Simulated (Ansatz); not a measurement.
Consider the atomization: `C[NH][GeH2][NH2]` → C• + Ge• + 8 H• + 2 N•.

Program: Ansatz. Geometries: PBE0-D4/def2-TZVP. ΔE: electronic, gas phase. CBS: MP2 limit from def2 TZ/QZ plus the TZ coupled-cluster correction, frozen cores. This one scheme is used for every species, atoms too. For atomizations the MP2-based limit and the directly extrapolated one differ by several kJ/mol either way, and by 10 to 25 for some Ge, Se and Sn compounds, so smaller differences from it don't rank the levels. Functionals use def2-TZVPP. HSE06 is defined as in plane-wave codes. Open shells (•) are unrestricted, without spin–orbit coupling. Spin–orbit coupling would lower the free atoms: a little for C; clearly for Ge. Bonds to Ge are less sure, by a few kJ/mol each and by 10 to 20 or more in all where they break to atoms, as the def2 sets lack core-valence functions. Scalar relativity is left out up to krypton. One conformer a species, not always the lowest.

```json
{"level": "B97M-V", "ΔE (kJ/mol)": "3987.0", "difference from CCSD(T)/CBS": "-3.0"}
{"level": "PBE-QIDH", "ΔE (kJ/mol)": "3931.7", "difference from CCSD(T)/CBS": "-58.3"}
{"level": "PBE", "ΔE (kJ/mol)": "4010.8", "difference from CCSD(T)/CBS": "20.8"}
{"level": "r2SCAN", "ΔE (kJ/mol)": "3952.9", "difference from CCSD(T)/CBS": "-37.1"}
{"level": "HSE06", "ΔE (kJ/mol)": "3949.4", "difference from CCSD(T)/CBS": "-40.6"}
{"level": "CAM-B3LYP", "ΔE (kJ/mol)": "3990.3", "difference from CCSD(T)/CBS": "0.3"}
{"level": "CCSD/def2-SVP", "ΔE (kJ/mol)": "3676.6", "difference from CCSD(T)/CBS": "-313.4"}
{"level": "SCS-MP2/def2-TZVPP", "ΔE (kJ/mol)": "3925.5", "difference from CCSD(T)/CBS": "-64.5"}
{"level": "CCSD(T)/def2-TZVPP", "ΔE (kJ/mol)": "3882.6", "difference from CCSD(T)/CBS": "-107.4"}
{"level": "HF/CBS(def2)", "ΔE (kJ/mol)": "2765.2", "difference from CCSD(T)/CBS": "-1224.8"}
{"level": "CCSD(T)/CBS", "ΔE (kJ/mol)": "3990.0", "difference from CCSD(T)/CBS": "0"}
```

Largest T1 diagnostic among the species: 0.010.

In def2-TZVPP, CCSD(T) changes the Hartree–Fock value by +1124.0 kJ/mol (the triples alone add +54.7 kJ/mol) and MP2 by +1137.7 kJ/mol; breaking electron pairs costs correlation energy, which Hartree–Fock lacks. At CCSD(T), def2-SVP lies −277.0 kJ/mol from the extrapolated value and def2-TZVPP −107.4 kJ/mol: correlation converges slowly with the basis, and small sets miss more of it in the bonded molecule than in its fragments. From PBE to PBE0 (25 % exact exchange), in def2-TZVPP and without D4, ΔE moves by −64.9 kJ/mol: exact exchange takes away binding that semilocal exchange gives to molecules.
